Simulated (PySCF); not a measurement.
## Electric properties by functional and basis

Species: C₃H₆BCl.
InChI=1S/C3H6BCl/c5-4-3-1-2-3/h3-4H,1-2H2

PySCF, dipoles from the SCF density, polarisabilities from static response with core orbitals frozen. Geometry: PBE0-D3(BJ)/def2-SVP, one conformer, isolated molecule.

The anisotropy is √(½[(α1 − α2)² + (α2 − α3)² + (α3 − α1)²]).

```
              level  μ (D)  α (au)  anisotropy (au)
      LDA/def2-SVPD  1.835   65.09            19.02
      PBE/def2-SVPD  1.830   64.30            18.78
    B3LYP/def2-SVPD  1.808   62.43            16.89
     PBE0/def2-SVPD  1.835   61.77            16.68
BHandHLYP/def2-SVPD  1.819   60.03            14.86
CAM-B3LYP/def2-SVPD  1.797   61.33            15.76
  wB97X-D/def2-SVPD  1.828   61.19            15.46
  LC-wPBE/def2-SVPD  1.809   59.64            14.86
       HF/def2-SVPD  1.857   57.65            12.44
        PBE0/6-31G*  1.974   50.62            19.62
      PBE0/def2-SVP  1.640   51.28            15.64
       PBE0/6-31+G*  1.949   57.05            17.41
   PBE0/aug-cc-pVDZ  1.818   62.66            16.93
     PBE0/def2-TZVP  1.755   59.52            16.73
    PBE0/def2-TZVPD  1.779   62.93            16.89
```

The dipole runs from 1.64 D (PBE0/def2-SVP) to 1.97 D (PBE0/6-31G*). No reference polarisability is at hand; against PBE0 in the largest diffuse basis at hand (def2-TZVPD) the other PBE0 rows deviate by 6-31G* -20%, def2-SVP -19%, 6-31+G* -9%, def2-SVPD -2%, aug-cc-pVDZ 0%, def2-TZVP -5%. In one basis (def2-SVPD) the functionals order the polarisability from HF (lowest) to LDA (highest), a spread of 13%. With PBE0 the polarisability is 53.81 au without diffuse functions (mean of 6-31G*, def2-SVP and def2-TZVP) and 61.10 au with them (mean of 6-31+G*, def2-SVPD, aug-cc-pVDZ and def2-TZVPD).
